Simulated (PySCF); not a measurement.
AlH7O2Si2.

```xyz
12

Si     2.4656    -0.6608     0.0000
Si     0.8392     1.0414     0.0000
Al    -1.3639     0.0432     0.0000
O     -2.0781    -0.3154    -1.5043
O     -2.0781    -0.3154     1.5043
H      3.8560    -0.1158     0.0000
H      2.2933    -1.5221     1.2088
H      2.2933    -1.5221    -1.2088
H      1.0537     1.8931    -1.2106
H      1.0537     1.8931     1.2106
H     -2.9180    -0.7351    -1.7069
H     -2.9180    -0.7351     1.7069
```
Charge 0, spin multiplicity 1.

The structure is a stationary point at B3LYP-D3(BJ)/def2-SVP. The structure was generated by enumeration; whether it is a known compound was not checked. Other conformers were not sampled.

Calculation: PBE/pcSseg-1 run with PySCF. Non-relativistic, no solvent.

Computed absolute GIAO shielding of each atom: isotropic value and principal components (ppm):
| atom | σ(iso) | σ11 | σ22 | σ33 | span |
|---|---|---|---|---|---|
| Si1 | 442.8 | 434.8 | 436.3 | 457.4 | 22.6 |
| Si2 | 488.5 | 465.9 | 481.0 | 518.7 | 52.9 |
| Al3 | 420.6 | 372.6 | 411.6 | 477.5 | 104.9 |
| O4 | 269.7 | 206.7 | 261.3 | 341.1 | 134.4 |
| O5 | 269.7 | 206.7 | 261.3 | 341.1 | 134.4 |
| H6 | 27.3 | 23.9 | 25.0 | 33.1 | 9.3 |
| H7 | 27.6 | 24.2 | 25.9 | 32.5 | 8.3 |
| H8 | 27.6 | 24.2 | 25.9 | 32.5 | 8.3 |
| H9 | 28.3 | 24.9 | 25.7 | 34.2 | 9.3 |
| H10 | 28.3 | 24.9 | 25.7 | 34.2 | 9.3 |
| H11 | 29.1 | 21.7 | 21.9 | 43.5 | 21.8 |
| H12 | 29.1 | 21.7 | 21.9 | 43.5 | 21.8 |
